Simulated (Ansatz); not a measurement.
Mg4N2. The state is a triplet with charge 0. Geometry PBE-D4/def2-SVP, that of the charge +1 doublet; atoms count from 1.

```
atom    x (Å)    y (Å)    z (Å)
 Mg1  -1.0788   4.0667   0.2831
 Mg2  -0.9083   1.0990  -0.5103
 Mg3   2.0985  -1.6318   1.4649
 Mg4  -1.1880  -1.5649  -1.6257
  N5   0.5747  -0.4112   0.4115
  N6   0.5019  -1.5578  -0.0235
```

The charge 0 triplet is spin-contaminated (final ⟨S²⟩ up to 2.70, 2.00 for a pure state). At PBE0-D4/def2-TZVP a singlet of charge 0 lies 0.14 eV below the triplet at the same geometry. That singlet is doubtful there (restricted singlet whose occupied levels cross empty ones at other levels, untested at these). The structure comes from a short search, and lower isomers may exist.

Problem. Estimate the Mulliken populations from the PBE0/def2-TZVP orbitals of Ansatz.

Solution. 
| atom | charge (e) | spin (α − β) |
| --- | --- | --- |
| Mg1 | 0.06 | -0.26 |
| Mg2 | 0.21 | -0.13 |
| Mg3 | 0.49 | 1.07 |
| Mg4 | 0.16 | -0.22 |
| N5 | -0.46 | 0.75 |
| N6 | -0.45 | 0.79 |
Mulliken values and Mayer orders depend strongly on the basis.

Problem. Where does the spin sit?

Solution. Summed by element: Mg 0.46, N 1.54, of 2 unpaired in all. Largest on single atoms: Mg3 1.07, N6 0.79, N5 0.75.

Problem. And the Mayer bond orders between bonded heavy atoms (over 0.3)?

Solution. Mg1–Mg2 0.54 (3.08 Å); Mg2–Mg4 0.48 (2.90 Å); Mg2–N5 0.43 (2.31 Å); Mg3–N5 0.37 (2.22 Å); Mg3–N6 0.41 (2.18 Å); Mg4–N6 0.36 (2.33 Å); N5–N6 1.49 (1.23 Å).
